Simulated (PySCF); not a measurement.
Assignment exercise: C4H12Si2

Geometry (Å), atoms numbered from 1 in this order:
```xyz
18

C     2.217    1.255    1.899
C     1.587    1.230    0.736
Si    1.137   -0.328   -0.216
C    -0.745   -0.643   -0.107
C    -1.132   -1.853   -0.958
Si   -1.807    0.873   -0.560
H     2.533    0.348    2.389
H     2.450    2.172    2.419
H     1.298    2.175    0.291
H     1.858   -1.482    0.343
H     1.529   -0.156   -1.623
H    -0.971   -0.888    0.937
H    -0.560   -2.735   -0.670
H    -0.937   -1.661   -2.012
H    -2.191   -2.088   -0.850
H    -1.456    1.352   -1.899
H    -1.594    1.938    0.423
H    -3.225    0.497   -0.551
```

[PySCF 2.14: structure optimised with GFN2-xTB; GIAO PBE0/pcSseg-1 shieldings; isolated molecule; rapidly exchanging positions averaged; non-relativistic; one conformer]

δ = σ(ref) − σ, references computed at the same level: TMS for ¹³C (σ = 186.93 ppm), ¹H (σ = 31.72 ppm).

Q: Assign these signals to the numbered atoms. ¹³C{¹H} NMR (computed): δ 142.6 (CH2), 141.8 (CH), 15.4 (CH3), 2.3 (CH).

A: 
142.6 → C1, terminal =CH2 carbon: as expected for a trigonal carbon in a double bond
141.8 → C2, alkene CH: the olefinic region
15.4 → C5, methyl carbon: a saturated carbon with 1 carbon neighbour and no heteroatom attached
2.3 → C4, sp3 CH bonded to 2 Si: an electropositive neighbour leaves it electron-rich and shielded

C1 and C2 lie closer than the usual error of such a calculation, so a measured spectrum could show them in the other order.

Q: Assign these signals to the numbered atoms. ¹H NMR (600 MHz, computed): δ 6.50 (m, 1H), 6.40 (m, 1H), 6.21 (m, 1H), 4.41 (m, 1H), 4.32 (m, 1H), 3.90 (d, 3H), 1.29 (d, 3H), 0.35 (m, 1H).

A: 
| δ (ppm) | atoms | environment | reason |
| --- | --- | --- | --- |
| 6.50 | H9 | hydrogen on an alkene CH | olefinic region |
| 6.40 | H8 | hydrogen on a terminal =CH2 carbon | olefinic region |
| 6.21 | H7 | hydrogen on a terminal =CH2 carbon | – |
| 4.41 | H10 | hydrogen on a silicon bonded to 2 C | – |
| 4.32 | H11 | hydrogen on a silicon bonded to 2 C | – |
| 3.90 | H16/H17/H18 | hydrogen on a silicon bonded to C | – |
| 1.29 | H13/H14/H15 | hydrogen on a methyl carbon | – |
| 0.35 | H12 | hydrogen on an sp3 CH bonded to 2 Si | an electropositive neighbour shields it, as in TMS itself |

H9 and H8; H10 and H11 lie closer than the usual error of such a calculation, so a measured spectrum could show them in the other order.

Shifts are as computed. Against solution values, carbons near 30 ppm lie about +3 ppm off and those near 130 ppm about +5 ppm. Of 1211 compounds with measured shifts, 218 miss one by over three times the rms of a fit or turn the order of signals round; such compounds aren't used in these exercises. No couplings were computed; multiplicities are counted from neighbouring protons, with m where these are inequivalent, close in shift, in a saturated or five-membered ring or joined by F or P, and br s for small geminal =CH2 splittings.
